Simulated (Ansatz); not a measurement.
CH6N2OSn, 11 atoms. The species carries charge 0 and has multiplicity 1. Correlated methods include outer-core shells of Sn, which these sets cover unevenly. Sn: def2 effective core potential. The bonds changed during the relaxation, so this is another structure than the one it started from. All runs use 4 threads of a server CPU on a shared host. Correlated methods freeze the cores.

Problem. How many basis functions does each run have, and how long does it take in Ansatz? RKS revPBE-D4/def2-TZVPP energy; RKS PBE-D4/def2-TZVPP energy and forces; RKS PBE0-D4/def2-TZVP relaxation (12 steps); RKS ωB97X-V/def2-TZVPP energy; direct RPA on PBE orbitals/def2-TZVPP energy; RKS PBE0-D4/def2-TZVP frequencies; RKS HSE06 (plane-wave form)-D4/def2-TZVPP energy; RHF-MP2/def2-QZVPP energy; RHF-CCSD(T)/def2-TZVPP energy; RKS ωB97M-V/def2-QZVPP energy; RKS ωB97M-V/def2-SVP energy; RHF-CCSD(T)/def2-SVP energy. (Estimate.)

Solution. Ansatz gave: Other jobs shared the machine, so times are rough.

```json
{"level": "RKS revPBE-D4/def2-TZVPP", "job": "energy", "functions": "258", "wall time": "3.6 s", "peak host memory (GiB)": "0.35"}
{"level": "RKS PBE-D4/def2-TZVPP", "job": "energy and forces", "functions": "258", "wall time": "4.2 s", "peak host memory (GiB)": "0.35"}
{"level": "RKS ωB97M-V/def2-SVP", "job": "energy", "functions": "112", "wall time": "5.5 s", "peak host memory (GiB)": "0.39"}
{"level": "RKS HSE06 (plane-wave form)-D4/def2-TZVPP", "job": "energy", "functions": "258", "wall time": "6 s", "peak host memory (GiB)": "0.73"}
{"level": "direct RPA on PBE orbitals/def2-TZVPP", "job": "energy", "functions": "258", "wall time": "9 s", "peak host memory (GiB)": "0.79"}
{"level": "RKS ωB97X-V/def2-TZVPP", "job": "energy", "functions": "258", "wall time": "10 s", "peak host memory (GiB)": "0.84"}
{"level": "RHF-CCSD(T)/def2-SVP", "job": "energy", "functions": "112", "wall time": "13 s", "peak host memory (GiB)": "0.7"}
{"level": "RKS ωB97M-V/def2-QZVPP", "job": "energy", "functions": "490", "wall time": "25 s", "peak host memory (GiB)": "2.2"}
{"level": "RHF-MP2/def2-QZVPP", "job": "energy", "functions": "490", "wall time": "37 s", "peak host memory (GiB)": "3.3"}
{"level": "RKS PBE0-D4/def2-TZVP", "job": "relaxation (12 steps)", "functions": "210", "wall time": "66 s", "peak host memory (GiB)": "0.62"}
{"level": "RKS PBE0-D4/def2-TZVP", "job": "frequencies", "functions": "210", "wall time": "4.4 min", "peak host memory (GiB)": "0.62"}
{"level": "RHF-CCSD(T)/def2-TZVPP", "job": "energy", "functions": "258", "wall time": "4.8 min", "peak host memory (GiB)": "6.9"}
```
